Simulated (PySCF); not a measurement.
oxetan-3-ylmethanol (C4H8O2), SMILES OCC1COC1. Geometry: PBE-D3(BJ)/def2-SVP. One conformer was computed; it need not be the lowest.

Computed equilibrium geometry at PBE-D3(BJ)/def2-SVP (PySCF confirms it by a frequency run) as a Z-matrix (one conformer of several):
```
C
H 1 1.1113
C 1 1.5247 2 110.24
H 3 1.1115 1 108.85 2 -177.52
O 3 1.4155 4 106.13 1 121.70
H 5 0.9750 3 107.25 4 177.42
H 3 1.1194 4 106.63 5 120.16
C 1 1.5420 2 115.39 3 131.70
H 8 1.1129 1 115.49 2 -120.23
H 8 1.1152 9 108.64 1 -130.87
O 8 1.4449 9 113.04 10 -125.22
C 11 1.4409 8 91.24 9 -127.25
H 12 1.1150 11 112.60 8 127.84
H 12 1.1154 13 108.33 11 -125.06
```
